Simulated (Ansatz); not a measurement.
Reaction (redistribution): `C[SiH2]B(O)O` + `C[N](C)[AlH2]` → `C[SiH2][N](C)[AlH2]` + `CB(O)O`

Program: Ansatz. Geometries: PBE0-D4/def2-TZVP. ΔE: electronic, gas phase. CCSD(T)/CBS is the MP2 limit (def2-TZVPP, def2-QZVPP) plus CCSD(T) − MP2 in def2-TZVPP, frozen cores. This one scheme is used for every species. DFT in def2-TZVPP. One conformer a species, not always the lowest.

`C[SiH2]B(O)O`:

```xyz
12

C    -0.866   -1.582    0.035
Si    0.404   -0.349    0.669
B     0.397    1.376   -0.426
O    -0.447    1.560   -1.481
O     1.221    2.430   -0.172
H    -0.854   -2.500    0.626
H    -0.663   -1.856   -1.004
H    -1.876   -1.168    0.089
H     1.764   -0.968    0.633
H     0.129   -0.041    2.105
H    -1.019    0.809   -1.646
H     1.809    2.290    0.571
```

`C[N](C)[AlH2]`:

Cartesian coordinates in Å:
```
C 0.798 0.700 -0.910
N -0.063 0.037 0.039
C 0.297 -1.347 0.232
Al -1.409 0.832 0.873
H 0.503 1.745 -1.036
H 1.848 0.684 -0.583
H 0.759 0.218 -1.897
H -0.370 -1.823 0.954
H 1.326 -1.448 0.606
H 0.237 -1.915 -0.708
H -1.669 2.360 0.545
H -2.257 -0.042 1.886
```

`C[SiH2][N](C)[AlH2]`:

```xyz
15

C    -0.939    1.121    1.680
Si   -1.172    0.060    0.159
N     0.327   -0.443   -0.550
C     1.181    0.630   -1.057
Al    0.824   -2.147   -0.714
H    -1.910    1.410    2.090
H    -0.392    2.038    1.448
H    -0.389    0.581    2.455
H    -1.927   -1.175    0.503
H    -1.956    0.849   -0.839
H     1.533    1.289   -0.255
H     0.653    1.255   -1.788
H     2.068    0.225   -1.554
H     2.211   -2.409   -1.436
H    -0.112   -3.285   -0.142
```

`CB(O)O`:

```xyz
9

C     0.923   -0.812   -0.180
B    -0.244    0.202    0.068
O    -1.501   -0.129   -0.367
O     0.042    1.388    0.691
H     0.568   -1.844   -0.200
H     1.376   -0.612   -1.157
H     1.714   -0.715    0.565
H    -2.179    0.533   -0.218
H    -0.698    1.989    0.798
```

```csv
level,ΔE (kJ/mol),difference from CCSD(T)/CBS
r2SCAN-D4,-146.2,6.3
ωB97X-V,-144.8,7.7
PBE,-127.7,24.8
HF/def2-TZVPP,-161.2,-8.7
MP2/def2-TZVPP,-158.5,-6.0
CCSD/def2-TZVPP,-151.9,0.6
CCSD(T)/def2-TZVPP,-149.6,2.9
MP2/def2-QZVPP,-160.5,-8.0
MP2/CBS(def2),-161.4,-8.9
CCSD/CBS(def2),-154.8,-2.3
CCSD(T)/CBS,-152.5,0
```

Largest T1 diagnostic among the species: 0.013.

From PBE to PBE0 (25 % exact exchange), in def2-TZVPP and without D4, ΔE moves by −10.0 kJ/mol. The D4 term adds −3.8 kJ/mol with B3LYP and −2.2 kJ/mol with PBE0; it sums over pairs of atoms, weighted by their polarisabilities, and B3LYP, whose exchange is more repulsive, gets the larger term.

B3LYP here is the variant with VWN-RPA as its local correlation; programs differ in this.
